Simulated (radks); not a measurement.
Results of a calculation; reference values are marked as such.
Q: These are the eigenvalues of the occupied orbitals of an atom or ion with whole-number occupations (hartree). Level of theory: non-relativistic Kohn-Sham, AM05, spin-polarised, spherical densities, point nucleus (a radial shooting solver on a logarithmic mesh with Libxc functionals).

orbital  eigenvalue
1s up     -1162.221
1s down   -1162.219
2s up     -175.4328
2s down   -175.4314
2p up     -164.9295
2p down   -164.9273
3s up     -35.59385
3s down   -35.59145
3p up     -31.17346
3p down   -31.17081
3d up     -22.94257
3d down   -22.94009
4s up      -6.46552
4s down    -6.46079
4p up      -4.91954
4p down    -4.91435
4d up      -2.28297
4d down    -2.27459
5s up      -0.93113
5s down    -0.87786
5p up      -0.58585
5p down    -0.53305

Which element is it, and in what charge state? The configuration may be excited. Open shells, if any, are filled with parallel spins first.

A: Z = 53, iodine, charge +1: I+ in [Kr] 4d10 5s2 5p4. The list shows which subshells hold electrons but not how many an open one holds; the 1s level, -1162.2 hartree, gives Z - s = 48.2 by -(Z - s)^2/2, which with screening narrows Z to a few neighbours, and the depths of the outer levels then fix element, charge and occupations together.
